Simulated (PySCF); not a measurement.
**Removing an electron from `[SiH3][O][GeH2][CH]1CCC1`**

C4H12GeOSi.
Structure used (PBE0-D3(BJ)/def2-SVP), in Å, numbered top down from 1:
```
atom  x, y, z in Å
Si1    3.009   -1.350    0.256
O2     1.605   -0.481    0.202
Ge3    1.041    1.053   -0.526
C4    -0.877    0.985   -0.240
C5    -1.378    0.673    1.191
C6    -2.456   -0.236    0.573
C7    -1.631   -0.276   -0.727
H8     2.766   -2.591    1.048
H9     4.111   -0.570    0.905
H10    3.462   -1.733   -1.119
H11    1.745    2.209    0.218
H12    1.452    1.042   -2.015
H13   -1.347    1.902   -0.632
H14   -1.704    1.521    1.812
H15   -0.637    0.087    1.757
H16   -3.406    0.303    0.431
H17   -2.669   -1.192    1.074
H18   -2.166   -0.210   -1.686
H19   -0.969   -1.156   -0.754
```

Level: CAM-B3LYP/def2-SVPD (PySCF). Frontier orbitals with their largest atomic shares (Löwdin; up to four atoms above 4 %):

```tsv
orbital	ε (eV)	main atoms
HOMO−3	-10.26	C7 22 %, C5 21 %, C4 15 %, C6 11 %
HOMO−2	-10.07	O2 29 %, Si1 20 %, H8 16 %, H9 7 %
HOMO−1	-9.64	O2 40 %, Si1 14 %, Ge3 11 %, H10 10 %
HOMO	-9.20	?
LUMO	0.81	Ge3 21 %, Si1 19 %, O2 12 %, H12 8 %
LUMO+1	1.17	Ge3 42 %, H11 9 %, H12 9 %, Si1 8 %
LUMO+2	1.49	Si1 27 %, Ge3 10 %, H8 6 %, H13 6 %
```

Question: What vertical ionisation energy does ΔSCF give, and how far is −ε(HOMO) from it?

Answer: ΔSCF: 9.82 eV (948 kJ/mol; threshold wavelength 126 nm); ⟨S²⟩ of the doublet left behind is 0.755, against 0.75 for a pure doublet. −ε(HOMO) is 9.20 eV, 0.62 eV below it. In exact Kohn–Sham theory the two would be equal; CAM-B3LYP (range-separated hybrid) falls short of its own ΔSCF value by 6 %.

Question: On which atoms does the HOMO lie?

Answer: C4 (sp3 carbon bound to germanium) 26 %, Ge3 (germanium bonded to C, O and 2 H) 18 %, C6 (four-membered-ring carbon) 11 %, C7 (four-membered-ring carbon) 8 %, so no atom holds as much as 40 %. The HOMO−1 lies 0.44 eV lower.

Question: What kinetic energy would electrons from this vertical process carry with Lyman-α light (10.199 eV)?

Answer: 10.20 − 9.82 = 0.38 eV.

Question: Shift the occupied levels rigidly so that −ε(HOMO) equals the ΔSCF value. What binding energies result?

Answer: The shift is +0.62 eV: HOMO 9.82, HOMO−1 10.26, HOMO−2 10.69, HOMO−3 10.88 eV. A rigid shift is only a rough guide to the deeper ionisations.

The structure is a single PBE0-D3(BJ)/def2-SVP conformer in the gas phase; no vibrational or solvent corrections. The calculation is non-relativistic, for germanium too.

The run behind these numbers computed excited states and ΔSCF ions as well. The run took 15 min on Arm Neoverse N1, one thread (shared host), and the process peaked at 1.5 GiB of memory.
